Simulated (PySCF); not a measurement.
Molecule: SMILES CCS(=O)(=O)CC, C4H10O2S.

Geometry:
| atom | x (Å) | y (Å) | z (Å) |
| --- | --- | --- | --- |
| C1 | 2.894 | 0.263 | 0.656 |
| C2 | 1.557 | -0.390 | 0.364 |
| S3 | 0.242 | 0.729 | 0.867 |
| O4 | 0.325 | 0.886 | 2.321 |
| O5 | 0.296 | 1.906 | -0.003 |
| C6 | -1.277 | -0.159 | 0.497 |
| C7 | -2.461 | 0.701 | 0.891 |
| H8 | 2.985 | 0.480 | 1.729 |
| H9 | 2.987 | 1.208 | 0.103 |
| H10 | 3.715 | -0.403 | 0.359 |
| H11 | 1.411 | -1.320 | 0.933 |
| H12 | 1.408 | -0.588 | -0.708 |
| H13 | -1.256 | -0.378 | -0.581 |
| H14 | -1.234 | -1.102 | 1.062 |
| H15 | -2.430 | 0.926 | 1.967 |
| H16 | -2.447 | 1.651 | 0.338 |
| H17 | -3.402 | 0.178 | 0.669 |

Geometry PBE0-D3(BJ)/def2-SVP throughout; GIAO in PySCF 2.14, gas phase, one conformer, non-relativistic; equivalent atoms averaged; functional PBE0.

(1) How do the shifts δ (against TMS, CS2, H2O at the same level) depend on the basis set? (ppm; last column core-seconds on shared hosts with different chips, so compare them loosely)

(2) Which nucleus moves most, in ppm?

(3) Taking the largest basis, def2-TZVP (283 functions), as the yardstick, rank the others by their worst heavy-atom deviation.

Results:

(1) 
```
    basis set  functions  C2/C6  C1/C7     S3  O4/O5  H11/H12/H13/H14  H8/H9/H10/H15/H16/H17  core-s
       STO-3G         49   34.5   17.3  -55.3  121.8             1.56                   1.01     5.4
     pcSseg-0         87   58.9    6.5  298.7  193.1             2.68                   1.79     7.7
        6-31G         87   52.0    5.5  247.6  139.7             2.32                   1.48      11
       6-31G*        122   47.5    5.2  301.4  154.7             2.22                   1.37      17
      cc-pVDZ        152   52.4    5.9  287.0  178.3             2.33                   1.35      17
     def2-SVP        152   51.0    4.4  306.5  181.5             2.37                   1.36      15
     pcSseg-1        176   53.3    4.9  310.2  191.9             2.44                   1.53      35
  aug-cc-pVDZ        255   52.4    4.5  285.9  167.2             2.66                   1.47      37
6-311+G(2d,p)        257   52.7    4.2  342.0  190.2             2.70                   1.41      50
    def2-TZVP        283   52.8    4.8  360.8  194.8             2.63                   1.42      42
```

(2) S3 (sulfone sulfur): from -55.3 ppm with STO-3G to 360.8 ppm with def2-TZVP. The smallest spread is 0.78 ppm, at H8/H9/H10/H15/H16/H17. Proton shifts span only some 12 ppm, so a few tenths of a ppm matter as much there as several ppm in carbon.

(3) 6-311+G(2d,p) 18.8 ppm (257 functions), pcSseg-1 50.6 ppm (176 functions), def2-SVP 54.4 ppm (152 functions), 6-31G* 59.5 ppm (122 functions), pcSseg-0 62.2 ppm (87 functions), cc-pVDZ 73.8 ppm (152 functions), aug-cc-pVDZ 75.0 ppm (255 functions), 6-31G 113.2 ppm (87 functions), STO-3G 416.2 ppm (49 functions).

A small basis that lands close on one nucleus may do so by chance; judge by the trend and by all nuclei.
